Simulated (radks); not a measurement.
Task: The lutetium ion Lu2+, [Xe] 4f14 6s1. Method: non-relativistic Kohn-Sham, PBE, spin-polarised, spherical densities, point nucleus; computed with a radial shooting solver on a logarithmic mesh with Libxc functionals. Every spin shell is full or empty, so the densities are truly spherical. Functionals are evaluated on that one density, not self-consistently. Rank these exchange functionals by their error against the exact value of the orbitals, and give that value: LDA, PBE, PW86, SOGGA, EV93, TPSS, MS2, Tao-Mo.

Result: Exact: -282.129 hartree. From best to worst, with 100 (|E| - |E exact|)/|E exact| (equal figures are ties): PW86 -0.11, PBE -0.13, TPSS -0.18, EV93 -0.25, MS2 -0.45, Tao-Mo -0.62, SOGGA -1.68, LDA -3.82.
